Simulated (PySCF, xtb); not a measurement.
B(Me)3 cation (C3H9B), SMILES CB(C)C (connectivity only; charge and spin as stated), charge +1, multiplicity 2.

Harmonic wavenumbers (cm⁻¹) from GFN2-xTB in xtb at its own minimum, in rising order: 42, 87, 113, 234, 311, 325, 670, 690, 696, 726, 790, 813, 832, 847, 1205, 1217, 1273, 1284, 1292, 1318, 1358, 1389, 1401, 1416, 2957, 2960, 2963, 2966, 2982, 2986, 2991, 3063, 3069.

Question: What does PBE-D3(BJ)/def2-SVP (PySCF) give at its own minimum? (Estimate from the structure and the level; the computed values follow.)

Answer: 84, 143, 149, 268, 328, 347, 561, 573, 580, 625, 706, 787, 809, 822, 1076, 1130, 1192, 1208, 1246, 1302, 1313, 1347, 1365, 1380, 2903, 2908, 2947, 3024, 3027, 3033, 3060, 3137, 3142. Paired by order, the mean absolute difference is 57 cm⁻¹ and the zero-point energies are 67.6 and 66.5 kcal/mol.
